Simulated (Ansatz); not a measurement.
The pair A = H2O (SMILES O) (first 3 atoms), B = CHN (SMILES C#N); geometry from B3LYP-D3(BJ)/def2-TZVP.
(charge 0, multiplicity 1):
```xyz
6

O     -0.08341    -0.07771    -0.10327
H      0.70905    -0.23245    -0.62767
H     -0.82821    -0.23088    -0.69383
C     -0.21763    -0.26153     2.97426
N     -0.26657    -0.34830     4.11700
H     -0.17158    -0.18329     1.90091
```

Correlated levels freeze the cores.

Codes used: Ansatz (Gaussian basis) for Hartree–Fock, density functionals and correlated methods. Each number belongs to the level named beside it.

Total energies (hartree), monomers frozen at their geometry in the pair:

```csv
structure,B3LYP/def2-TZVPPD,MP2/aug-cc-pVDZ,MP2/aug-cc-pVTZ
AB,-169.9418299,-169.4507743,-169.5964625
A in the pair's basis,-76.4694505,-76.2618954,-76.3292742
B in the pair's basis,-93.4649069,-93.1816202,-93.2593242
A,-76.4694229,-76.2607872,-76.3288889
B,-93.4648703,-93.1810592,-93.2588165
```

### Question
Work out the interaction energy without and with the counterpoise correction, and the superposition error, for each level.

### Answer

E(AB) − E(A) − E(B), times 627.509 kcal/mol, with the monomers in their own basis and then in the pair's basis:
- B3LYP/def2-TZVPPD: -4.73 uncorrected, -4.69 corrected; the monomers gain 0.04 kcal/mol from borrowed functions
- MP2/aug-cc-pVDZ: -5.60 uncorrected, -4.55 corrected; the monomers gain 1.05 kcal/mol from borrowed functions
- MP2/aug-cc-pVTZ: -5.50 uncorrected, -4.93 corrected; the monomers gain 0.56 kcal/mol from borrowed functions

Ansatz is a program for electronic structure.
